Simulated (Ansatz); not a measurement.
HClSi, charge -1, doublet, geometry from GFN2-xTB (a state made from the parent by changing its charge; the spin is typed, not shown lowest) (a gas-phase anion, which may not be bound at this level). Base run: PBE0/pcseg-1 run with Ansatz (an electronic-structure program).

Geometry (Å):
```xyz
3

Si     1.0110    -0.2734     0.8865
H      1.9459    -0.4402    -0.2961
Cl    -0.9471     0.2511    -0.7126
```
Charge -1, spin multiplicity 2.
Orbitals are unrestricted.
All else is at Ansatz's defaults.

The base run was repeated with changes; each row names its change, and settings that it needs were set with it.

| change | E (Eh) | SCF-reference <S^2> |
|---|---|---|
| base | -750.00994 | 0.755 |
| functional = lc_wpbe | -750.06463 | 0.757 |
| functional = B2PLYP | -749.99619 | 0.757 |
| functional = PBE-QIDH | -749.78677 | 0.760 |
| functional = cam_b3lyp | -750.30867 | 0.754 |
| functional = hse06 | -749.99558 | 0.755 |
| functional = blyp; dispersion = d3bjatm | -750.29609 | 0.753 |
| functional = wB97M-V | -750.22889 | 0.752 |
| functional = hf | -748.97520 | 0.766 |
| functional = wB97X-V | -750.16255 | 0.754 |
| functional = PBE0-DH | -749.94813 | 0.757 |
| functional = b3lyp5 | -750.20424 | 0.754 |
| functional = wB97X | -750.27271 | 0.755 |

Totals shift with the method and basis; they matter in differences.

A gas-phase anion may not be bound at this level; its values then depend on the basis.
